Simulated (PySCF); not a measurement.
Species: C6H6NO (charge -1).
Structure used (GFN2-xTB), in Å, numbered top down from 1:
```
atom  x, y, z in Å
N1     1.4527    2.5509    1.4791
C2     1.2715    1.4825    1.0619
C3     0.9926    0.2173    0.5829
C4     1.9321   -0.5791   -0.0625
O5     3.1213   -0.3498   -0.3370
C6    -0.3933   -0.2910    0.8168
C7    -1.2296   -0.7678   -0.3371
C8    -1.5808    0.5097    0.3633
H9     1.5055   -1.5776   -0.3668
H10   -0.5368   -0.8407    1.7502
H11   -0.8065   -0.6993   -1.3285
H12   -1.8735   -1.6274   -0.1974
H13   -1.3892    1.4394   -0.1520
H14   -2.4668    0.5326    0.9850
```

The geometry is computed with GFN2-xTB (gas phase).

Masses are those of the commonest isotopes; rigid-rotor values at the optimised geometry. The values belong to one conformer with, in the numbering `[N:1]#[C:2]/[C:3](=[CH:4]\[O-:5])[CH:6]1[CH2:7][CH2:8]1`, C2–C3–C6–C7 125°.

Q: What are A, B and C (MHz)?

A: Ia = 177.47, Ib = 288.56, Ic = 440.80 u·Å²; 505379 MHz·u·Å²/I gives A = 2848, B = 1751, C = 1146 MHz.

Q: Classify the top.

A: An asymmetric top; Ray's κ = -0.289.

Q: Is it planar, by Δ = Ic − Ia − Ib?

A: Not planar: Δ = Ic − Ia − Ib = -25.23 u·Å². For a rigid frame Δ = −2 Σ m c², so Σ m c² = 12.62 u·Å² lies off the ab plane: 5.56 from hydrogen and 7.05 from heavier atoms. The atom farthest from that plane is 1.65 Å away.

Q: Give the other two planar moments, Paa and Pbb, and the rms extents of the mass along the axes.

A: Paa = Σ m a² = (Ib + Ic − Ia)/2 = 275.95 and Pbb = Σ m b² = (Ia + Ic − Ib)/2 = 164.85 u·Å². With the mass M = 108.04 u, the rms extents √(P/M) along a, b and c are 1.60, 1.24, 0.34 Å.

Stationary, but not proved a minimum. No vibrational averaging or centrifugal distortion is included, and the geometry carries the error of its method.
